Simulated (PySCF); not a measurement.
## Carbon: a sound run and one with changed settings

Sound run: C⁺ [He] 2s2 2p1, C²⁺ [He] 2s2. Calculation: PySCF 2.14, in cc-pVDZ (3s2p1d, 14 functions); the non-relativistic Hamiltonian (point nucleus). In the sound run the correlated levels freeze 1s2. The sound run starts from symmetry-adapted Hartree-Fock orbitals and uses a fine grid where one is needed.

Changed run: all electrons correlated in a basis built for the valence shell.

```tsv
species	method	sound run (hartree)	changed run (hartree)	converged
C⁺	MP2	-37.33082	-37.33213	yes
C⁺	CCSD(T)	-37.35689	-37.35796	yes
C²⁺	MP2	-36.44003	-36.44139	yes
C²⁺	CCSD(T)	-36.47258	-36.47354	yes
```

Ionisation energy of C⁺:

```csv
method,sound run (eV),changed run (eV)
UHF,24.189,24.189
MP2,24.240,24.238
SCS-MP2,24.193,24.189
CCSD,24.046,24.049
CCSD(T),24.063,24.066
```

A valence basis has no tight correlating functions, so it recovers only part of the core correlation, and not evenly between atom and ion.

For comparison, NIST gives 24.383 eV between the lowest levels.
